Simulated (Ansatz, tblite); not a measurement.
Removing and adding an electron: (MgO)2 ring (Mg₂O₂). The state is a singlet with charge 0. Geometry: r2SCAN-D4/def2-TZVP. Ansatz, gas phase; energy differences of separate SCF runs; the oxidised species was run as a doublet alone; the reduced species was run as a doublet alone.

```xyz
4

Mg   -1.171    0.154    0.190
O     0.290    0.721    1.199
Mg    1.171   -0.154   -0.190
O    -0.290   -0.721   -1.199
```

The xTB rows come from tblite. Correlated methods freeze 4 core orbitals; core or outer-core shells of Mg are correlated, in sets that lack core-valence functions. In CCSD on the charge 1 doublet the largest single amplitude is 0.29, so its Hartree–Fock determinant may place the open shell otherwise than the density functionals do.

```
               level  −HOMO (eV)  vertical IE (eV)  −LUMO (eV)  vertical EA (eV)  HOMO–LUMO gap (eV)  IE − EA (eV)                       remarks
       HF/def2-TZVPP           –              6.21           –                 –                   –             –                             –
   PBE-D4/def2-TZVPD        4.55                 –        3.14              1.36                1.41             –  HOMO above zero (-1 doublet)
r2SCAN-D4/def2-TZVPD        4.61                 –        2.67              1.33                1.94             –  HOMO above zero (-1 doublet)
   PBE0-D4/def2-TZVP        5.81              7.70        2.42                 –                3.39             –                             –
     CCSD/def2-TZVPP           –              7.87           –                 –                   –             –                             –
  CCSD(T)/def2-TZVPP           –              7.97           –                 –                   –             –                             –
```

Task: Estimate the rows for GFN1-xTB, GFN2-xTB, PBE-D4/def2-TZVP, r2SCAN-D4/def2-TZVP, PBE0-D4/def2-TZVPD, MP2/def2-TZVPP.

Result: 
| level | −HOMO (eV) | vertical IE (eV) | −LUMO (eV) | vertical EA (eV) | HOMO–LUMO gap (eV) | IE − EA (eV) | remarks |
| --- | --- | --- | --- | --- | --- | --- | --- |
| GFN1-xTB | 11.84 | 16.21 | 9.94 | 5.89 | 1.90 | 10.32 | – |
| GFN2-xTB | 11.45 | 15.65 | 10.10 | 6.18 | 1.35 | 9.46 | – |
| PBE-D4/def2-TZVP | 4.51 | 7.74 | 3.14 | – | 1.37 | – | – |
| r2SCAN-D4/def2-TZVP | 4.59 | 7.57 | 2.68 | – | 1.90 | – | – |
| PBE0-D4/def2-TZVPD | 5.84 | – | 2.42 | 1.24 | 3.43 | – | HOMO above zero (-1 doublet) |
| MP2/def2-TZVPP | – | 8.49 | – | – | – | – | – |

   A HOMO above zero means that the electron is unbound at that level or that self-interaction error raises the level; the energy of removing that electron tells which. Raw xTB energy differences between charge states are shifted by several eV; the methods need an empirical correction for them.
